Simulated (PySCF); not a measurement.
This script is equivalent to a calculation on Mg+ (magnesium, charge +1).

```python
from pyscf import gto, scf, dft, mp, cc
import basis_set_exchange as bse
mol = gto.M(atom="Mg 0 0 0", charge=1, spin=1, symmetry="D2h",
            basis=gto.basis.parse(bse.get_basis("x2c-TZVPall", elements=["Mg"], fmt="nwchem", header=False)),
            nucmod="G")
mf = scf.UHF(mol).sfx2c1e()
mf.irrep_nelec = {'Ag': (3, 2), 'B1u': (1, 1), 'B2u': (1, 1), 'B3u': (1, 1)}
mf.kernel()
```

Q: What total energy does it give?

A: -199.66962 hartree (calculated).

Q: Which occupied shell lies highest, and where?

A: 3s α, at -14.747 eV.

Q: What is ⟨S²⟩, and what would a pure spin state give?

A: 0.750, against 0.75.
